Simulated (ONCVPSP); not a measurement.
# Mn: one change to an ONCV potential, before and after

ONCVPSP 4.0.1 input, shortened (lines: element, Z, core and valence counts, functional; n l f; lmax; l rc ep ncon nbas qcut; lloc lpopt rc5 dvloc0; l nproj debl; icmod fcfact rcfact), PBE, scalar-relativistic:

```
  Mn 25.00    4    3        4      upf
    1    0    2.00
    2    0    2.00
    2    1    6.00
    3    0    2.00
    3    1    6.00
    3    2    5.00
    4    0    2.00
    2
    0    2.15    0.00    4    7    2.40
    1    1.00    0.00    4    7    7.70
    2    1.55    0.00    4    8   10.30
    4    5    0.90    0.00
    0    2    1.70
    1    2    0.90
    2    3    3.30
    2    0.20    0.70
```

In the p channel the program set the typed energies aside and used -2.006, 0.250 Ha.

Change: all radii but the core radius scaled by about 1.16 (s 2.50, p 1.16, d 1.80 bohr); local potential polynomial inside 1.04 bohr (lpopt 5, dvloc0 0 Ha).

Cutoffs: the cutoffs (Ha) at which the residual kinetic energy of the hardest occupied pseudo-wave falls to 1 and 0.1 mHa per electron; they do not see the model core or the augmentation charge, which bear on the density cutoff. Errors are all-electron minus pseudo energies relative to the spin-unpolarised reference configuration.

Question: Predict the effect on cutoff, ghosts and configuration errors.

Answer: The potential gets softer (41 Ha and 77 Ha → 36 Ha and 46 Ha); both files keep a bound ghost (s); of the 4 tests that both files solve, the error grows in 0 and shrinks in 4 by more than 15 % and 0.3 meV (median size 13.9 → 8.0 meV). A larger radius leaves more room for a smooth pseudo-wave, so fewer plane waves are needed. That the errors move this way runs against the usual rule that smaller radii transfer better.

```csv
quantity,base,changed
"cutoff, loose",41 Ha,36 Ha
"cutoff, tight",77 Ha,46 Ha
loose cutoff by channel,"s 6.2 Ha, p 28 Ha, d 41 Ha","s 6.1 Ha, p 28 Ha, d 36 Ha"
bound ghosts,s,s
GHOST(+) flags under 300 eV,none,none
"error for 3p6 3d5 4s1, meV [ΔE 8.42 eV]",-4.5,-3.3
"error for 3p6 3d5 4s0, meV [ΔE 24.02 eV]",-18,-13
"error for 3p6 3d4 4s0, meV [ΔE 56.53 eV]",+115,+93
"error for 3p6 3d5.5 4s1.5, meV [ΔE -0.48 eV]",-10,-1.7
"rms error of d²Exc/dni dnj with the model core, mHa",0.92,0.69
```

 A true bound ghost makes a file unfit for plane-wave use even where its test errors are small: the radial tests pick states by their node count and pass the ghost by.
